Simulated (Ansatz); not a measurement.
A thermochemical cycle in electronic energies (no zero-point or thermal terms), species as SMILES, kcal/mol. Structures are relaxed separately at B3LYP-D3(BJ)/def2-TZVP in Ansatz (a program for electronic structure). Correlated levels leave the core frozen unless marked. Open shells are spin-unrestricted. Spin-orbit coupling is left out. No relativistic terms. CBS marks a two-point X^-3 extrapolation of the correlation energy; Hartree-Fock from the larger set. The bracket is a focal-point correction in the basis named. Anions need diffuse functions, of which def2-TZVPD holds fewer than the aug- sets.

```csv
step,"RI-MP2/CBS(aug-cc-pV(T+d)Z,aug-cc-pV(Q+d)Z)+[CCSD(T)-MP2]/aug-cc-pV(T+d)Z (Ansatz)",wB97M-V/def2-TZVPD (Ansatz)
bond energy D: [SiH3]Cl [chlorosilane] → [SiH2]Cl + H atom,97.4,96.7
deprotonation energy A: [SiH3]Cl [chlorosilane] -> [SiH2-]Cl + H+,368.3,364.0
"ionisation of the H atom at the same level, IE",313.7,310.1
```

Q: Find the electron affinity EA, positive where the anion is bound: [SiH2]Cl + e- → [SiH2-]Cl.

A: Breaking the bond, ionising the H atom and attaching the electron to the radical add up to the deprotonation, A = D + IE - EA. At RI-MP2/CBS(aug-cc-pV(T+d)Z,aug-cc-pV(Q+d)Z)+[CCSD(T)-MP2]/aug-cc-pV(T+d)Z: EA = D + IE - A = 97.4 + 313.7 - 368.3 = 42.8. At wB97M-V/def2-TZVPD: EA = D + IE - A = 96.7 + 310.1 - 364.0 = 42.8. The functional differs from the first level by -0.7 in D, +0.0 in EA and -4.3 in A; for EA and A the gap mixes functional and basis.
